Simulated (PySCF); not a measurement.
SMILES [O][Si](O)(O)O (H3O4Si), doublet (PBE0/def2-SVP optimised geometry):

```
8

O     -0.813    -1.431    -1.306
Si    -0.325    -0.503     0.000
O      1.314    -0.503     0.000
O     -0.791     1.070     0.000
O     -1.065    -1.256     1.266
H      1.727     0.343     0.197
H     -1.727     1.256     0.117
H     -0.918    -2.203     1.351
```

Level of theory: unrestricted PBE0/def2-TZVP in PySCF.

Task: What are the frontier orbital energies (α orbitals alone; a β orbital can be the lowest empty one) and the dipole moment?

Result: HOMO-2 -10.27 eV, HOMO-1 -9.72 eV, HOMO -9.47 eV, LUMO 0.30 eV, LUMO+1 1.43 eV; dipole moment 1.60 D.

On the same geometry PySCF with unrestricted PBE/def2-TZVP gives HOMO-2 -8.34 eV, HOMO-1 -7.99 eV, HOMO -7.47 eV, LUMO -0.65 eV, LUMO+1 0.45 eV; dipole moment 2.03 D.

Meta-Löwdin charges at PBE0/def2-TZVP: O1 -0.47, Si2 1.61, O3 -0.75, O4 -0.76, O5 -0.74, H6 0.37, H7 0.37, H8 0.37.
